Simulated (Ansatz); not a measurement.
All values below come from PBE-D3(BJ)/def2-SVP in Ansatz (a program for electronic structure). No frequencies were computed at this level.

Ansatz 0.2 input:
```yaml
crystal:
  periodic: [false, false, false]
  atoms:
    - { symbol: Zn, position_ang: [-0.04741, 0.108004, 0.016687] }
    - { symbol: S, position_ang: [-0.061111, 0.509223, -2.220015] }
    - { symbol: H, position_ang: [-1.375811, 0.39245, -2.330228] }
    - { symbol: S, position_ang: [0.010407, -0.515236, 2.201151] }
    - { symbol: H, position_ang: [0.529615, 0.626163, 2.626644] }
basis:
  gaussian: { orbitals: def2-svp }
hamiltonian:
  xc: pbe
  dispersion: d3bj
relax:
  max_steps: 150
```

Output:

```
Functional definition: PBE
884 factors; their error is unknown
mean field evaluation 1: about -70089.9343 eV, gradient 4.7e1 eV
mean field evaluation 2: about -70076.0045 eV, gradient 9.1e1 eV
mean field evaluation 4: about -70094.1210 eV, gradient 3.6e0 eV
mean field evaluation 8: about -70094.1660 eV, gradient 3.6e-2 eV
mean field evaluation 16: about -70094.1080 eV, gradient 5.2e-5 eV
mean field -70094.10800710 eV, -2575.9109577679 hartree, gradient 5.2e-5 eV, S^2 0.000000; 0 other end points of the search recorded, 0 dependent functions left out
reference -70094.10804446 eV, -2575.9109591409 hartree; 32, 32 occupied and 45, 45 virtual orbitals, 884 factors
relax step   1: F+E_penalty+E_count = -70094.21258171 eV  Δ(F+E_penalty+E_count) = +0.000e0 eV  max|allowed force component| = 1.161e0 eV/Å  Δτ_max = 0.0000 Å  (25 SCF iters, accepted)
these checks for a lower state are left out or cut short: starts, cluster_reference, orbital_swaps, neighbouring_geometries, increment
884 factors; their error is unknown
mean field -70094.23186101 eV, -2575.9155093155 hartree, gradient 2.2e-5 eV, S^2 0.000000; 0 other end points of the search recorded, 0 dependent functions left out
reference -70094.23189786 eV, -2575.9155106695 hartree; 32, 32 occupied and 45, 45 virtual orbitals, 884 factors
relax step   2: F+E_penalty+E_count = -70094.33902760 eV  Δ(F+E_penalty+E_count) = -1.264e-1 eV  max|allowed force component| = 4.211e-1 eV/Å  Δτ_max = 0.1944 Å  (27 SCF iters, accepted)
these checks for a lower state are left out or cut short: starts, cluster_reference, orbital_swaps, neighbouring_geometries, increment
884 factors; their error is unknown
mean field -70094.24783621 eV, -2575.9160963929 hartree, gradient 7.0e-6 eV, S^2 0.000000; 0 other end points of the search recorded, 0 dependent functions left out
reference -70094.24787366 eV, -2575.9160977695 hartree; 32, 32 occupied and 45, 45 virtual orbitals, 884 factors
relax step   3: F+E_penalty+E_count = -70094.35561943 eV  Δ(F+E_penalty+E_count) = -1.659e-2 eV  max|allowed force component| = 2.629e-1 eV/Å  Δτ_max = 0.0686 Å  (26 SCF iters, accepted)
these checks for a lower state are left out or cut short: starts, cluster_reference, orbital_swaps, neighbouring_geometries, increment
884 factors; their error is unknown
mean field evaluation 32: about -70094.3068 eV, gradient 4.5e-3 eV
mean field -70094.25248983 eV, -2575.9162674103 hartree, gradient 2.8e-5 eV, S^2 0.000000; 0 other end points of the search recorded, 0 dependent functions left out
reference -70094.25252712 eV, -2575.9162687808 hartree; 32, 32 occupied and 45, 45 virtual orbitals, 884 factors
relax step   4: F+E_penalty+E_count = -70094.36041254 eV  Δ(F+E_penalty+E_count) = -4.793e-3 eV  max|allowed force component| = 8.889e-2 eV/Å  Δτ_max = 0.0378 Å  (25 SCF iters, accepted)
these checks for a lower state are left out or cut short: starts, cluster_reference, orbital_swaps, neighbouring_geometries, increment
884 factors; their error is unknown
mean field -70094.25354341 eV, -2575.9163061289 hartree, gradient 2.8e-5 eV, S^2 0.000000; 0 other end points of the search recorded, 0 dependent functions left out
reference -70094.25358070 eV, -2575.9163074991 hartree; 32, 32 occupied and 45, 45 virtual orbitals, 884 factors
relax step   5: F+E_penalty+E_count = -70094.36146477 eV  Δ(F+E_penalty+E_count) = -1.052e-3 eV  max|allowed force component| = 2.260e-2 eV/Å  Δτ_max = 0.0180 Å  (24 SCF iters, accepted)
these checks for a lower state are left out or cut short: starts, cluster_reference, orbital_swaps, neighbouring_geometries, increment
884 factors; their error is unknown
mean field -70094.25413800 eV, -2575.9163279797 hartree, gradient 3.1e-5 eV, S^2 0.000000; 0 other end points of the search recorded, 0 dependent functions left out
reference -70094.25417527 eV, -2575.9163293492 hartree; 32, 32 occupied and 45, 45 virtual orbitals, 884 factors
relax step   6: F+E_penalty+E_count = -70094.36210675 eV  Δ(F+E_penalty+E_count) = -6.420e-4 eV  max|allowed force component| = 6.948e-3 eV/Å  Δτ_max = 0.0317 Å  (23 SCF iters, accepted)
these checks for a lower state are left out or cut short: starts, cluster_reference, orbital_swaps, neighbouring_geometries, increment
884 factors; their error is unknown
mean field -70094.25427834 eV, -2575.9163331371 hartree, gradient 3.1e-5 eV, S^2 0.000000; 0 other end points of the search recorded, 0 dependent functions left out
reference -70094.25431559 eV, -2575.9163345059 hartree; 32, 32 occupied and 45, 45 virtual orbitals, 884 factors
relax step   7: F+E_penalty+E_count = -70094.36225556 eV  Δ(F+E_penalty+E_count) = -1.488e-4 eV  max|allowed force component| = 1.875e-2 eV/Å  Δτ_max = 0.0214 Å  (24 SCF iters, accepted)
these checks for a lower state are left out or cut short: starts, cluster_reference, orbital_swaps, neighbouring_geometries, increment
884 factors; their error is unknown
mean field -70094.25438338 eV, -2575.9163369970 hartree, gradient 3.1e-5 eV, S^2 0.000000; 0 other end points of the search recorded, 0 dependent functions left out
reference -70094.25442064 eV, -2575.9163383664 hartree; 32, 32 occupied and 45, 45 virtual orbitals, 884 factors
relax step   8: F+E_penalty+E_count = -70094.36233597 eV  Δ(F+E_penalty+E_count) = -8.041e-5 eV  max|allowed force component| = 2.183e-3 eV/Å  Δτ_max = 0.0152 Å  (23 SCF iters, accepted)
884 factors; their error is unknown
mean field evaluation 64: about -70094.2544 eV, gradient 9.5e-2 eV
mean field -70094.25438338 eV, -2575.9163369970 hartree, gradient 3.1e-5 eV, S^2 0.000000; 1 other end points of the search recorded, 0 dependent functions left out
reference -70094.25442064 eV, -2575.9163383664 hartree; 32, 32 occupied and 45, 45 virtual orbitals, 884 factors
Total energy: -70094.36237323 eV, -2575.9203055511 hartree
Atom 0 at     0.035925    -0.062543    -0.013261 Å, force     0.001630    -0.002183    -0.000944 eV/Å
Atom 1 at    -0.026278     0.405188    -2.142533 Å, force    -0.000991     0.000928     0.001466 eV/Å
Atom 2 at    -1.379863     0.577003    -2.107554 Å, force    -0.000163    -0.000212    -0.001000 eV/Å
Atom 3 at     0.116851    -0.553752     2.110059 Å, force    -0.001035     0.001271    -0.000925 eV/Å
Atom 4 at     0.309055     0.754707     2.447529 Å, force     0.000560     0.000195     0.001403 eV/Å
Dipole moment:    -0.149576     0.190530     0.047986 e Å
```

Cost: roughly 13 core-seconds.
